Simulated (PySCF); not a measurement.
AsH4Si, multiplicity 2. Atoms are numbered in the order given.

```xyz
6

Si    -1.6118    -0.1137     0.0000
As     0.7558     0.0708     0.0000
H     -2.1402     0.5857    -1.2047
H     -2.1402     0.5857     1.2047
H      0.9518    -0.9583    -1.1069
H      0.9518    -0.9583     1.1069
```
Charge 0, spin multiplicity 2.

Geometry: B3LYP-D3(BJ)/def2-TZVP. The isomer is the one that the SMILES or the coordinates give; other isomers of the formula were not compared.

Computed with PySCF 2.14.0 with TDA-M06-2X/def2-SVPD.

Vertical excitations. 

| state | energy (eV) | λ (nm) | f | main pairs |
|---|---|---|---|---|
| root 1 | 3.62 | 342 | 0.032 | β HOMO→LUMO 83 % |
| root 2 | 4.46 | 278 | 0.076 | α HOMO→LUMO 86 %, β HOMO−1→LUMO 7 % |
| root 3 | 4.78 | 260 | 0.006 | α HOMO→LUMO+2 85 % |
| root 4 | 4.87 | 255 | 0.005 | α HOMO→LUMO+1 86 %, β HOMO−1→LUMO 7 % |
| root 5 | 5.02 | 247 | 0.052 | α HOMO→LUMO+1 8 %, α HOMO→LUMO 6 %, β HOMO−1→LUMO 70 % |
| root 6 | 5.08 | 244 | 0.003 | α HOMO→LUMO+3 6 %, β HOMO−2→LUMO 82 % |
| root 7 | 5.34 | 232 | 0.014 | α HOMO→LUMO+3 78 %, β HOMO−2→LUMO 8 % |
| root 8 | 5.86 | 212 | 0.007 | α HOMO→LUMO+4 83 % |
| root 9 | 6.06 | 205 | 0.021 | α HOMO−1→LUMO 20 %, α HOMO→LUMO+5 8 %, β HOMO→LUMO+1 44 % |
| root 10 | 6.17 | 201 | 0.001 | α HOMO→LUMO+2 5 %, β HOMO→LUMO+3 75 % |
Unrestricted roots are not spin-pure.
